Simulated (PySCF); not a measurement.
**Excitation energy of Be by level of theory**

Be [He] 2s2 (1S) → Be [He] 2s1 3s1, s spin flipped, as a difference of total energies. Computed with PySCF 2.14 in aug-cc-pVQZ (6s5p4d3f2g, 80 functions), with no relativity, point nucleus. Correlated levels: valence: 1s2 frozen. The calculations carry no spin-orbit coupling.

```json
{"method": "UHF", "excitation energy (cm⁻¹)": "0"}
{"method": "LDA", "excitation energy (cm⁻¹)": "0"}
{"method": "PBE", "excitation energy (cm⁻¹)": "0"}
{"method": "PBE0", "excitation energy (cm⁻¹)": "0"}
{"method": "r2SCAN", "excitation energy (cm⁻¹)": "0"}
{"method": "BLYP", "excitation energy (cm⁻¹)": "0"}
{"method": "CAM-B3LYP", "excitation energy (cm⁻¹)": "0"}
{"method": "BHandHLYP", "excitation energy (cm⁻¹)": "0"}
{"method": "M06-2X", "excitation energy (cm⁻¹)": "0"}
{"method": "MP2 (valence)", "excitation energy (cm⁻¹)": "0"}
{"method": "SCS-MP2 (valence)", "excitation energy (cm⁻¹)": "0"}
```

The upper determinant mixes two multiplicities, so it lies between the two terms.

The promoted electron is Rydberg-like, and one or two diffuse shells describe it only roughly, which tends to raise the upper state.
